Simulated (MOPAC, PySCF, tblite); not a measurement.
Breaking a bond: BO, doublet. Each curve is given relative to its own lowest point near equilibrium.

| R / Å | A | B | C | D |
|---|---|---|---|---|
| 0.91 | 834.3 | 690.6 | 779.8 | 347.2 |
| 0.96 | 476.2 | 407.0 | 478.0 | 216.4 |
| 1.03 | 182.1 | 161.6 | 210.6 | 97.6 |
| 1.09 | 56.8 | 51.3 | 82.7 | 38.7 |
| 1.13 | 16.3 | 14.6 | 34.5 | 15.7 |
| 1.17 | 0.1 | 0.0 | 8.5 | 3.3 |
| 1.20 | 0.0 | 0.7 | 0.6 | 0.0 |
| 1.22 | 4.5 | 5.8 | 0.0 | 0.3 |
| 1.28 | 34.8 | 38.3 | 15.5 | 11.8 |
| 1.33 | 73.5 | 80.2 | 43.5 | 31.7 |
| 1.40 | 140.0 | 153.1 | 97.5 | 71.7 |

Energies in kJ/mol.

### Question
Match the curves with the methods tblite 0.5.0 with GFN2-xTB, 300 K electronic temperature; PM7, unrestricted, heats of formation (MOPAC 23.2.5); UHF/cc-pVTZ in PySCF; unrestricted LDA (SVWN5)/6-31G*, spherical d in PySCF.

### Answer
A is GFN2-xTB; B is UHF; C is UKS-LDA (SVWN5)/6-31G*; D is PM7.

The scan ran from 0.91 to 4.82 Å; beyond the distances shown one of the unrestricted levels run for this scan, shown here or not, changes its spin distribution in one step. The unrestricted determinant behind UHF is spin-contaminated at 1.33 to 1.40 Å (<S²> up to 0.9, against 0.75 for a pure doublet).
